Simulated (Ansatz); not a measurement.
Geometry optimisation, Ansatz 0.2.0, RKS PBE0/6-31G*.

The input (input.yaml):

```yaml
crystal:
  periodic: [false, false, false]
  atoms:
    - { symbol: Al, position_ang: [0.0, 0.0, 0.0] }
    - { symbol: O, position_ang: [0.0, 0.0, 2.13] }
    - { symbol: H, position_ang: [-0.9095, -0.2814, 2.4671] }
    - { symbol: "N", position_ang: [1.6627, 0.0, -0.96] }
    - { symbol: H, position_ang: [2.1293, -0.9179, -1.2118] }
    - { symbol: H, position_ang: [2.1141, 0.9179, -1.2382] }
    - { symbol: "N", position_ang: [-1.6627, 0.0, -0.96] }
    - { symbol: H, position_ang: [-2.3316, -0.8164, -0.8614] }
    - { symbol: H, position_ang: [-1.9118, 0.8164, -1.5886] }
    - { symbol: F, position_ang: [0.0892, 1.8864, 0.6275] }
    - { symbol: H, position_ang: [0.0593, 1.2535, 1.7062] }
basis:
  gaussian: { orbitals: "6-31G*" }
hamiltonian:
  xc: pbe0
relax:
  f_tol: 0.15
  max_steps: 25
  restrain:
    - { distance: [0, 9], at: 1.69, k: 30.0 }
    - { distance: [10, 1], at: 1.01, k: 30.0 }
    - { distance: [0, 1], at: 2.98, k: 30.0 }
    - { distance: [10, 9], at: 2.12, k: 30.0 }
```

Launched with:

```bash
$ ansatz run input.yaml --threads 2 --pin off --max-ram 3072MiB --backend cpu --events-out ev --progress --plain --runs-dir out
```

**Question.** Where does it end, and by what steps?

**Answer.** The run converged. The restraints hold the end off the free minimum. After 11 steps the energy has fallen by 2.024 eV (the restraints' own energy left out); H9 moved furthest, 0.95 Å. Parted: Al1–O2 (2.13 → 2.96 Å). Joined: O2–H11 (1.32 → 0.99 Å).

| step | energy less start (eV) | largest force component (eV/Å) | accepted |
| --- | --- | --- | --- |
| 0 | 0.0000 | 3.012 | yes |
| 1 | -0.5368 | 3.305 | yes |
| 2 | -1.2264 | 2.645 | yes |
| 3 | -1.4770 | 0.564 | yes |
| 4 | -1.6048 | 1.659 | yes |
| 5 | -1.7045 | 1.532 | yes |
| 6 | -1.8624 | 1.186 | yes |
| 7 | -1.9598 | 0.880 | yes |
| 8 | -2.0097 | 0.827 | yes |
| 9 | -2.0200 | 0.698 | yes |
| 10 | -2.0133 | 0.808 | no |
| 11 | -2.0243 | 0.762 | yes |

```xyz
11
Properties=species:S:1:pos:R:3
Al 0.099 0.640 -0.508
O -0.138 0.153 2.407
H -1.053 -0.101 2.218
N 1.626 0.000 -1.134
H 1.712 -0.830 -1.702
H 2.531 0.294 -0.797
N -1.508 -0.053 -0.822
H -1.667 -0.950 -1.257
H -2.360 0.490 -0.820
F 0.113 2.099 0.331
H -0.118 1.115 2.194
```

Run time: 25 s on 2 threads of Arm Neoverse V2 (shared host), peak memory 0.19 GiB.
